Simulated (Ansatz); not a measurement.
Born–Oppenheimer molecular dynamics of BClF3H (6 atoms, charge 0, multiplicity 1). It starts at the highest image of a converged band, a first-order saddle point between two minima.

Computed with RKS PBE-D4/def2-SVP (Ansatz).

* ensemble: NVE (velocity Verlet)
* time step: 0.5 fs
* steps asked: 200
* starting velocities drawn for: 300 K
* seed: 4347

First frame:

```xyz
6
Properties=species:S:1:pos:R:3
B 0.011 -0.199 0.045
Cl 0.003 0.222 2.024
F 1.157 0.162 -0.527
F -1.157 0.093 -0.522
F 0.058 -1.723 0.430
H 0.048 -1.284 1.501
```

Q: How far do the bonds stretch over the last three quarters of this one trajectory? (Pairs bonded in most of those frames.)

A: 
```json
{"bond": "B1–Cl2", "mean (Å)": "1.798", "spread (Å)": "0.053", "shortest": "1.74", "longest": "1.94"}
{"bond": "B1–F3", "mean (Å)": "1.325", "spread (Å)": "0.015", "shortest": "1.30", "longest": "1.36"}
{"bond": "B1–F4", "mean (Å)": "1.325", "spread (Å)": "0.014", "shortest": "1.30", "longest": "1.36"}
{"bond": "F5–H6", "mean (Å)": "0.953", "spread (Å)": "0.034", "shortest": "0.90", "longest": "1.04"}
```

Mean temperature of the second half: 590 K. The conserved energy stayed within 0.14 meV per atom of its start (net change -0.089 meV per atom), so the integration is sound. The kinetic energy rose, since the run started high on the potential surface and went downhill. It ends in pieces (BClF2 + FH), so much of that is their flight and rotation, not heat. A run of 0.1 ps of so small a system gives no equilibrium averages. The orbitals stay closed-shell, which can raise the energy where a bond breaks towards radicals; this wasn't checked here.

Time of the run: 5.5 min on 1 thread of Arm Neoverse V2, on a shared host, peak memory 0.14 GiB.
